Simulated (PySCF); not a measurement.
**Potential energy of KGe along the bond**

Set-up: PySCF, no relativity, basis sets K def2-SVP, Ge def2-SVP. Energies in eV from K + Ge in their ground configurations at the same level. State: ⁴Σ⁻ (quartet), unpaired electrons σ ↑, π ↑↑.

All columns are PBE0. A positive dipole means K(−)Ge(+).

```
R (Å)  E (eV)   μ (D)  Mulliken charge on K (basis-dependent)  HOMO (eV)  LUMO (eV)  Mayer bond order  ⟨S²⟩
2.667  -1.112   -8.06                                    0.58      -4.02      -1.33              0.74  3.75
2.791  -1.303   -8.47                                    0.58      -3.92      -1.39              0.74  3.75
2.915  -1.406   -8.85                                    0.57      -3.83      -1.45              0.75  3.75
3.008  -1.442   -9.12                                    0.56      -3.76      -1.49              0.76  3.75
3.101  -1.450   -9.38                                    0.55      -3.70      -1.54              0.77  3.75
3.194  -1.439   -9.63                                    0.54      -3.65      -1.58              0.78  3.75
3.318  -1.401   -9.93                                    0.52      -3.59      -1.64              0.78  3.75
3.473  -1.330  -10.27                                    0.51      -3.52      -1.71              0.77  3.75
3.659  -1.225  -10.61                                    0.49      -3.46      -1.79              0.75  3.75
3.907  -1.071  -10.91                                    0.48      -3.41      -1.88              0.71  3.75
```

A fit through these points gives, at Re = 3.089 Å, μ = -9.35 D and dμ/dR = -2.73 D/Å; the reduced mass is 25.51 u.

Problem. How strong is the fundamental in the double-harmonic approximation, I = 42.26·(dμ/dR)²/μred km/mol?

Solution. I = 42.26·(-2.73)²/25.51 = 12.3 km/mol at PBE0.

Spin–orbit coupling is left out. The state was picked by a PBE0 search and need not be the measured ground state.
